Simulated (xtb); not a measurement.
Pb(F)(OH) (FHOPb), SMILES [F][Pb][OH] (connectivity only; charge and spin as stated), neutral, multiplicity 1. All values are semi-empirical tight-binding results from xtb (GFN2-xTB unless named), good for trends rather than for accurate numbers. Geometry optimised at GFN2-xTB. The values are those of a single conformer.

For metal compounds this method's bond lengths and energies can be far off.

```
Property                                       Result
-------------------------------------  --------------
point group as xtb finds it                        Cs
orbital gap                                   3.54 eV
zero-point energy                        8.1 kcal/mol
G − E(el) at 298.15 K (modified RRHO)  -10.5 kcal/mol
```
